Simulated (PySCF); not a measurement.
Compound: C5H10ClNSi.
Structure used (GFN2-xTB), in Å, numbered top down from 1:
```xyz
18
C5H10ClNSi angstrom
N     -2.5564   -1.5623    1.3129
C     -2.1174   -1.1154    0.3560
C     -1.5437   -0.5535   -0.8379
C     -0.2260    0.1801   -0.5369
Si    -0.5133    1.6414    0.6722
C      0.8086   -0.8343   -0.0436
C      2.1811   -0.2371    0.2071
Cl     2.8363    0.5178   -1.2724
H     -2.2719    0.1347   -1.2758
H     -1.3746   -1.3694   -1.5503
H      0.1325    0.5824   -1.4901
H     -0.6423    1.1157    2.0294
H     -1.7423    2.3193    0.2567
H      0.6079    2.5748    0.5755
H      0.9081   -1.6412   -0.7774
H      0.4654   -1.2813    0.8942
H      2.8934   -1.0081    0.5015
H      2.1457    0.5428    0.9671
```

Computed at PBE0/pcSseg-1 (PySCF, non-relativistic), with Q(14N) = 0.02044 b, Q(35Cl) = −0.0817 b: N1, 14N (I = 1): χzz = -4.663 MHz, η = 0.033; Cl8, 35Cl (I = 3/2): χzz = -74.34 MHz, η = 0.020.

(1) Where would the pure quadrupole (NQR) lines of 14N at N1 fall for the rigid, isolated species?

(2) Where would the pure quadrupole (NQR) lines of 35Cl at Cl8 fall for the rigid, isolated species?

(3) Apply the simplest Townes–Dailey estimate (no s hybridisation, no π bonding), ionic character = 1 − χzz/χ0, where χ0 is the coupling for one missing p electron along the bond: −109.74 MHz for 35Cl.

## Answers

(1) From ν± = (3/4)|χ|(1 ± η/3) and ν0 = |χ|η/2: ν+ 3.536 MHz, ν− 3.459 MHz, ν0 0.077 MHz (nitrile nitrogen).

(2) From ν = (|χ|/2)√(1 + η²/3): ν = 37.17 MHz (alkyl chlorine). For 37Cl the ratio of quadrupole moments, 0.7881, gives 29.30 MHz.

(3) Cl8 on C7: 1 − (-74.34)/(-109.74) = 0.32. In this model a purely covalent bond gives χ0 and a free halide ion gives zero; s hybridisation or π bonding, where present, is counted here as ionic character.

In a crystal, neighbours and librations shift these lines. GFN2-xTB bond lengths can be off by several hundredths of an ångström, more for odd bonds, and the gradients follow them. A larger basis could move these couplings by a tenth or more.

One conformer stands for the species.
